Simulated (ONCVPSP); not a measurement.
PBE ONCV dataset for silver, scalar-relativistic all-electron reference.

Input for ONCVPSP 4.0.1:

```
# ATOM AND REFERENCE CONFIGURATION
# atsym  z   nc   nv     iexc    psfile
  Ag 47.00    8    2        4      upf
#
#   n    l    f
    1    0    2.00
    2    0    2.00
    2    1    6.00
    3    0    2.00
    3    1    6.00
    3    2   10.00
    4    0    2.00
    4    1    6.00
    4    2   10.00
    5    0    1.00
#
# PSEUDOPOTENTIAL AND OPTIMIZATION
# lmax
    2
#
#   l,   rc,      ep,       ncon, nbas, qcut
    0    2.45    0.00    4    7    3.00
    1    2.45    0.44    4    7    2.70
    2    1.85    0.00    4    9    7.10
#
# LOCAL POTENTIAL
# lloc, lpopt,  rc(5),   dvloc0
    2    5    1.85    0.00
#
# VANDERBILT-KLEINMAN-BYLANDER PROJECTORs
# l, nproj, debl
    0    2    0.60
    1    1    1.40
    2    0    1.70
#
# MODEL CORE CHARGE
# icmod, fcfact, rcfact
    3    4.25    1.10
#
# LOG DERIVATIVE ANALYSIS
# epsh1, epsh2, depsh
   -2.00    5.00    0.02
#
# OUTPUT GRID
# rlmax, drl
    6.00    0.01
#
# TEST CONFIGURATIONS
# ncnf
    4
# nvcnf
#   n    l    f
    2
    4    2   10.00
    5    0    0.00
#
    2
    4    2    9.00
    5    0    0.00
#
    2
    4    2    8.00
    5    0    0.00
#
    3
    4    2    9.00
    5    0    1.00
    5    1    1.00
#
```

Command:

```bash
oncvpsp.x < Ag.dat > Ag.out
```

Resulting log (shortened: citation, most of the input echo, consistency checks and plot data are left out):

```
ONCVPSP  (Optimized Norm-Conservinng Vanderbilt PSeudopotential)
scalar-relativistic version 4.0.1

#   n    l    f        energy (Ha)
    1    0    2.00    -9.3087679E+02
    2    0    2.00    -1.3705765E+02
    2    1    6.00    -1.2293436E+02
    3    0    2.00    -2.5126150E+01
    3    1    6.00    -2.0487494E+01
    3    2   10.00    -1.3173800E+01
    4    0    2.00    -3.4930888E+00
    4    1    6.00    -2.1523078E+00
    4    2   10.00    -2.7354493E-01
    5    0    1.00    -1.6188004E-01

Reference configufation results
  iterations    31
  all-electron total energy (Ha)   -5.31603482D+03

Begin loop to  construct optimized pseudo wave functions
and semi-local pseudopoentials for all angular momenta

   Wellstate for l =  0  n =  6
     eigenvalue =   0.4381
     asymptotic potential =   0.9381
     half-point radius =  5.5812

Calculating optimized projector #   1

 for l=   0

    Fraction of norm inside rc  0.321034
    Optimizing pswf for qcut=   2.99 a_B^-1,  ecut=   4.47 Ha
    Residual kinetic energy error=  4.65D-04 Ha

    Energy error per electron        Cutoff
         Ha          eV             Ha
         0.01000     0.27211        2.45
         0.00100     0.02721        3.97
         0.00010     0.00272        9.84
         0.00001     0.00027       18.57

Calculating optimized projector #   2

 for l=   0

    Fraction of norm inside rc  0.210555
    Optimizing pswf for qcut=   2.99 a_B^-1,  ecut=   4.47 Ha
    Residual kinetic energy error=  8.78D-04 Ha

    Energy error per electron        Cutoff
         Ha          eV             Ha
         0.01000     0.27211        2.98
         0.00100     0.02721        4.39
         0.00010     0.00272        9.97
         0.00001     0.00027       26.22

   Wellstate for l =  1  n =  6
     eigenvalue =   0.4400
     asymptotic potential =   0.9400
     half-point radius =  6.8460

Calculating optimized projector #   1

 for l=   1

    Fraction of norm inside rc  0.172729
    Optimizing pswf for qcut=   2.70 a_B^-1,  ecut=   3.65 Ha
    Residual kinetic energy error=  1.80D-03 Ha

    Energy error per electron        Cutoff
         Ha          eV             Ha
         0.01000     0.27211        1.66
         0.00100     0.02721        4.23
         0.00010     0.00272       17.02
         0.00001     0.00027       22.43

Calculating optimized projector #   1

 for l=   2

    Fraction of norm inside rc  0.794218
    Optimizing pswf for qcut=   7.09 a_B^-1,  ecut=  25.15 Ha
    Residual kinetic energy error=  7.84D-05 Ha

    Energy error per electron        Cutoff
         Ha          eV             Ha
         0.01000     0.27211       18.10
         0.00100     0.02721       21.57
         0.00010     0.00272       25.04
         0.00001     0.00027       80.47

Construct Vanderbilt / Kleinmman-Bylander projectors

B matrix Hermiticity error, ll=   0
   1   2    2.3826E-05

  Orthonormal projector coefficients  6.0565E+00  6.0143E-01

Model core correction analysis
  based on d2Exc/dn_idn_j

d2excae - all-electron derivatives

   -1.841674D-02   -7.484028D-03
   -7.482780D-03   -2.889582D-02

d2excps - pseudofunction derivatives with no core correction

   -2.820295D-02   -8.319878D-03
   -8.318202D-03   -2.982683D-02

rms 2nd derivative error    4.950588E-03

rmatch, rhocmatch    1.0539    7.9654

Teter function model core charge with specified parameters

d2excps - pseudofunction derivatives with core correction

   -2.478477D-02   -8.307631D-03
   -8.305963D-03   -2.982121D-02

rms 2nd derivative error    3.269715E-03

Pseudoatom total energy  -36.903035

Diagnostic tests using Vanderbilt-Kleinman-Bylander pseudopotentials
  1 or more projectors used as specified by nproj input data

   l    rcore       rmatch      e in        delta e   norm test  slope test

   0   2.4643497   2.5391727  -0.1618800  -0.0000004   1.0000203   1.0000710
   0   2.4643497   2.5391727   0.4381199   0.0000008   1.0000907   1.0000907

   1   2.4643497   2.5391727   0.4400000   0.0000025   1.0000010   1.0000010

   2   1.8603611   1.9168456  -0.2735449  -0.0000015   0.9999982   1.0000070

 Testing for bound ghosts
   n   l    E NL Schr. Eq   E Basis Diag.   E Cutoff

       0                       -2.274789     30.72  WARNING - GHOST(-)
   1   0       -0.161880       -0.157308     30.72

       1                       -0.103631     25.32  WARNING - GHOST(-)

 Testing for highly-localized positive-energy ghosts
       l    <radius>/rc     E Basis Diag.   E Cutoff

Test configuration 0

   n   l     f        eae           eps        diff
   1   0  2.0000 -930.87678786
   2   0  2.0000 -137.05765162
   2   1  6.0000 -122.93436299
   3   0  2.0000  -25.12614981
   3   1  6.0000  -20.48749408
   3   2 10.0000  -13.17380009
   4   0  2.0000   -3.49308877
   4   1  6.0000   -2.15230783
   4   2 10.0000   -0.27354493   -0.27354641   -1.48D-06
   5   0  1.0000   -0.16188004   -0.16188047   -4.22D-07

    Total energies and differences
      AE_ref= -5.31603482D+03  AE_tst= -5.31603482D+03  dif=  0.00D+00
      PS_ref= -3.69030352D+01  PS_tst= -3.69030352D+01  dif=  8.53D-14
      PSP excitation error= -8.53D-14

Test configuration 1

   n   l     f        eae           eps        diff
   1   0  2.0000 -931.17794105
   2   0  2.0000 -137.35471882
   2   1  6.0000 -123.23165041
   3   0  2.0000  -25.42459222
   3   1  6.0000  -20.78592568
   3   2 10.0000  -13.47187614
   4   0  2.0000   -3.79534359
   4   1  6.0000   -2.45573665
   4   2 10.0000   -0.57471253   -0.57309206    1.62D-03

    Total energies and differences
      AE_ref= -5.31603482D+03  AE_tst= -5.31574974D+03  dif=  2.85D-01
      PS_ref= -3.69030352D+01  PS_tst= -3.66181318D+01  dif=  2.85D-01
      PSP excitation error=  1.76D-04

Test configuration 2

   n   l     f        eae           eps        diff
   1   0  2.0000 -931.71426486
   2   0  2.0000 -137.89520165
   2   1  6.0000 -123.77184656
   3   0  2.0000  -25.96282433
   3   1  6.0000  -21.32416253
   3   2 10.0000  -14.01061277
   4   0  2.0000   -4.32171691
   4   1  6.0000   -2.97584812
   4   2  9.0000   -1.06173819   -1.06369233   -1.95D-03

    Total energies and differences
      AE_ref= -5.31603482D+03  AE_tst= -5.31493707D+03  dif=  1.10D+00
      PS_ref= -3.69030352D+01  PS_tst= -3.58055159D+01  dif=  1.10D+00
      PSP excitation error=  2.33D-04

Test configuration 3

   n   l     f        eae           eps        diff
   1   0  2.0000 -932.32996728
   2   0  2.0000 -138.51675968
   2   1  6.0000 -124.39310896
   3   0  2.0000  -26.57836582
   3   1  6.0000  -21.93971211
   3   2 10.0000  -14.62717815
   4   0  2.0000   -4.91358089
   4   1  6.0000   -3.55868593
   4   2  8.0000   -1.60745893   -1.61589499   -8.44D-03

    Total energies and differences
      AE_ref= -5.31603482D+03  AE_tst= -5.31360700D+03  dif=  2.43D+00
      PS_ref= -3.69030352D+01  PS_tst= -3.44702863D+01  dif=  2.43D+00
      PSP excitation error= -4.93D-03

Test configuration 4

   n   l     f        eae           eps        diff
   1   0  2.0000 -931.10329682
   2   0  2.0000 -137.29091738
   2   1  6.0000 -123.16712324
   3   0  2.0000  -25.35758310
   3   1  6.0000  -20.71892953
   3   2 10.0000  -13.40582516
   4   0  2.0000   -3.71428588
   4   1  6.0000   -2.36780998
   4   2  9.0000   -0.46036440   -0.46248105   -2.12D-03
   5   0  1.0000   -0.24804649   -0.24725993    7.87D-04
   5   1  1.0000   -0.07658615   -0.07436189    2.22D-03

    Total energies and differences
      AE_ref= -5.31603482D+03  AE_tst= -5.31571980D+03  dif=  3.15D-01
      PS_ref= -3.69030352D+01  PS_tst= -3.65835943D+01  dif=  3.19D-01
      PSP excitation error= -4.41D-03
```

Note: ghosts flagged at negative energy: s at -61.9 eV, p at -2.82 eV; no localised positive-energy state flagged. A true bound ghost makes a file unfit for plane-wave use.

The run took about 2.6 s on one core of a shared server CPU.
